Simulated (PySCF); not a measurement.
BF2, SMILES F[B]F, multiplicity 2. Atoms are numbered in the order given.

```xyz
3

F      0.0000    -1.1422    -0.1396
B      0.0000     0.0000     0.5025
F      0.0000     1.1422    -0.1396
```
Charge 0, spin multiplicity 2.

Geometry optimised at B3LYP-D3(BJ)/def2-TZVP. The isomer is the one that the SMILES or the coordinates give; other isomers of the formula were not compared.

Method: PySCF with PBE0/def2-TZVPD.

Mulliken values depend strongly on the basis, most of all with diffuse functions as here. Atomic charges (e):

| atom | meta-Löwdin | Mulliken | Mulliken spin |
|---|---|---|---|
| F1 | -0.27 | -0.20 | 0.04 |
| B2 | 0.53 | 0.40 | 0.92 |
| F3 | -0.27 | -0.20 | 0.04 |
